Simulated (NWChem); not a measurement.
SiHOF₃; SMILES F[Si](O)(F)F

```xyz
6

O      0.9244    -1.3423     0.0055
Si    -0.0055    -0.0179     0.0000
F      0.2548     0.9037    -1.2780
F     -1.5249    -0.4860    -0.0099
F      0.2384     0.9030     1.2816
H      1.8815    -1.2565     0.0115
```
Atoms are numbered in this order, from 1.

Structure relaxed at the PBE0/def2-SVP level.

**Question.** Give the principal values of the shielding tensors (ppm) of O1, Si2, F3, F4 from B3LYP/6-311G** (spherical d), GIAO (NWChem), with their diamagnetic and paramagnetic parts as GIAO splits them.

**Answer.** 
```csv
atom,σ11,σ22,σ33,isotropic,diamagnetic,paramagnetic
O1,276.7,287.7,341.2,301.9,389.4,-87.5
Si2,416.1,419.9,456.6,430.9,880.1,-449.2
F3,281.5,293.2,418.1,330.9,470.3,-139.4
F4,302.4,302.7,432.2,345.7,469.7,-124.0
```
